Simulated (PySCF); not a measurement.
# Working with the constants of W2

RHF-CCSD constants of W2, singlet, closed shell (basis W def2-TZVPP with ECP60; scalar-relativistic core potentials; PySCF 2.14; masses 183.9509 and 183.9509 u):

| Property | Result |
| --- | --- |
| ωe | 410.9 cm⁻¹ |
| ωexe | 0.371 cm⁻¹ |
| Be | 0.046289 cm⁻¹ |
| αe | 6.9e-05 cm⁻¹ |
| D (centrifugal) | 2.35e-09 cm⁻¹ |

Give the vibrational terms G(v) and spacings up to v = 3.

G(v) = ωe(v+½) − ωexe(v+½)².

| v | G(v) (cm⁻¹) | G(v) − G(v−1) | Bv (cm⁻¹) |
| --- | --- | --- | --- |
| 0 | 205 |  | 0.04625 |
| 1 | 616 | 410 | 0.04619 |
| 2 | 1025 | 409 | 0.04612 |
| 3 | 1434 | 409 | 0.04605 |

Correlated steps freeze no core orbitals. De is left out where the level can put another filling of the metal’s s and d shells below the measured ground configuration, by anything from nothing to about 1 eV. Spin–orbit coupling is left out, which matters for elements this heavy, above all for dissociation energies. The CCSD T1 diagnostic is raised, a sign that a single reference may not be enough here. The restricted Hartree–Fock solution is unstable towards spin polarisation at this distance.
